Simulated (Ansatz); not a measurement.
Reaction (atomization): `[NH2][Zn][Br]` → Br• + 2 H• + N• + Zn (atom)

Isolated molecules relaxed with PBE0-D4/def2-TZVP in Ansatz; ΔE leaves out vibrations. CCSD(T)/CBS is the MP2 limit (def2-TZVPP, def2-QZVPP) plus CCSD(T) − MP2 in def2-TZVPP, frozen cores. This one scheme is used for every species, atoms too. DFT in def2-TZVPP. HSE06 is defined as in plane-wave codes. No spin–orbit coupling; open shells (•) take unrestricted orbitals. Spin–orbit coupling would lower the free atoms: clearly for Br. For Br, Zn outer-core shells are correlated without core-valence functions, so the limit isn't a true one: a few kJ/mol of doubt a bond, and 10 to 20 or more in all where bonds break to atoms. Scalar relativity is left out up to krypton. One conformer a species, not always the lowest.

`[NH2][Zn][Br]`:

```xyz
5

N     0.188   -0.180   -0.968
Zn   -0.231    0.346    0.718
Br   -0.805    1.147    2.720
H     1.171   -0.336   -1.149
H    -0.322   -0.978   -1.320
```

```
         level  ΔE (eV)  difference from CCSD(T)/CBS
        PBE-D4    13.64                         0.10
       BLYP-D4    13.16                        -0.38
     r2SCAN-D4    13.49                        -0.05
        B97M-V    13.20                        -0.34
      BHLYP-D4    12.79                        -0.75
       ωB97M-V    13.41                        -0.13
          BLYP    13.00                        -0.54
        r2SCAN    13.48                        -0.06
         HSE06    13.32                        -0.22
     CAM-B3LYP    13.32                        -0.22
  MP2/def2-SVP    12.49                        -1.05
 CCSD/def2-SVP    11.92                        -1.62
MP2/def2-TZVPP    13.35                        -0.19
 HF/def2-QZVPP     8.88                        -4.66
MP2/def2-QZVPP    13.73                         0.19
  HF/CBS(def2)     8.89                        -4.65
   CCSD(T)/CBS    13.54                            0
```

Largest T1 diagnostic among the species: 0.017.

Leaving LDA and LC-ωPBE aside and taking each functional with its dispersion term where it has one, the values spread over 0.85 eV, from BHLYP-D4 to PBE-D4. LDA lies +2.07 eV from PBE without D4, its usual overbinding. In def2-TZVPP, CCSD(T) changes the Hartree–Fock value by +4.13 eV (the triples alone add +0.26 eV) and MP2 by +4.55 eV; breaking electron pairs costs correlation energy, which Hartree–Fock lacks.

For atomizations the MP2-based limit and the directly extrapolated one differ by several kJ/mol either way, and by 10 to 25 for some Ge, Se and Sn compounds, so smaller differences from it don't rank the levels.
